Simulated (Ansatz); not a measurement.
Consider the formal exchange of groups at the Si–C bond: `B[SiH2][CH2][InH2]` + `N=CO` → `B[SiH2]C(=N)O` + `[CH3][InH2]`.

Isolated molecules relaxed with PBE0-D4/def2-TZVP in Ansatz; ΔE leaves out vibrations. CBS: MP2 limit from def2 TZ/QZ plus the TZ coupled-cluster correction, frozen cores. This one scheme is used for every species. def2 core potentials past Kr. For In outer-core shells are correlated without core-valence functions, which leaves a few kJ/mol of doubt a bond. Each species was taken in one conformer, which may not be the lowest.

`B[SiH2][CH2][InH2]`:

Z-matrix (Å, degrees):
```
Si
C 1 1.865
In 1 3.225 2 40.3
B 1 2.009 2 111.1 3 30.1
H 1 1.492 2 114.7 3 160.3
H 1 1.501 2 109.3 3 -79.7
H 2 1.092 1 111.2 3 121.4
H 2 1.092 1 111.1 3 -117.4
H 3 1.725 1 105.8 2 -120.2
H 3 1.727 1 122.7 2 93.3
H 4 1.211 1 119.2 2 -29.1
H 4 1.195 1 125.9 2 155.4
```

`N=CO`:

Cartesian coordinates in Å:
```
N -1.011 -0.110 -0.201
C 0.163 -0.087 0.249
O 1.176 0.453 -0.436
H -1.647 -0.557 0.451
H 0.515 -0.478 1.206
H 0.805 0.780 -1.268
```

`B[SiH2]C(=N)O`:

Cartesian coordinates in Å:
```
B -1.414 1.449 -0.759
Si 0.390 0.568 -0.788
C 0.532 -0.839 0.484
N 0.560 -2.042 0.098
O 0.548 -0.394 1.766
H -1.738 2.167 -1.659
H -2.177 1.314 0.150
H 1.375 1.628 -0.418
H 0.750 0.011 -2.114
H 0.600 -2.715 0.869
H 0.574 -1.147 2.372
```

`[CH3][InH2]`:

```xyz
7

C    -0.497   -0.123    0.870
In    0.582    0.133   -0.976
H     0.089    0.214    1.726
H    -1.418    0.465    0.831
H    -0.777   -1.168    1.011
H     1.944    1.196   -1.065
H     0.078   -0.718   -2.397
```

```
             species  CCSD(T)/CBS(def2) energy (Eh)
`B[SiH2][CH2][InH2]`                     -546.48728
              `N=CO`                     -169.71775
     `B[SiH2]C(=N)O`                     -485.35063
       `[CH3][InH2]`                     -230.83861
```

Problem. Work out ΔE.

Solution. ΔE = (-485.35063) + (-230.83861) − (-546.48728) − (-169.71775) = 0.01579 Eh = +41.5 kJ/mol.

Largest T1 diagnostic among the species: 0.014.

The D4 term adds +5.2 kJ/mol with B3LYP and +2.7 kJ/mol with PBE0; it sums over pairs of atoms, weighted by their polarisabilities, and B3LYP, whose exchange is more repulsive, gets the larger term. From PBE to PBE0 (25 % exact exchange), in def2-TZVPP and without D4, ΔE moves by +4.1 kJ/mol.

B3LYP here is the variant with VWN-RPA as its local correlation; programs differ in this.
